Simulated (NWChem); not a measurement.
System: SiF$_{2}$, singlet; SMILES F[Si]F

```xyz
3

Si     0.0000     0.0000     0.5907
F      1.2659     0.0000    -0.4594
F     -1.2659     0.0000    -0.4594
```
Atoms are numbered in this order, from 1.

Low-valent species are run as closed-shell singlets; no triplet was tried in these runs. Coordinates come from a PBE-D3(BJ)/def2-SVP optimisation.

Symmetry labels are those of C2v in the frame above (b1 and b2, or b-type labels, depend on it).

Q: List the 6 lowest vertical singlet excitations from BHandHLYP/aug-cc-pVDZ, TDA (NWChem).

A: 
```csv
state,energy (eV),oscillator strength,symmetry,leading excitation (squared amplitude)
S1,5.86,0.271,b2,HOMO → LUMO (0.97)
S2,7.88,0.346,b1,HOMO → LUMO+1 (0.95)
S3,8.13,0.335,a1,HOMO → LUMO+2 (0.94)
S4,8.69,0.000,a2,HOMO−1 → LUMO (0.97)
S5,8.70,0.009,a1,HOMO → LUMO+3 (0.98)
S6,9.14,0.016,b2,HOMO → LUMO+4 (0.97)
```
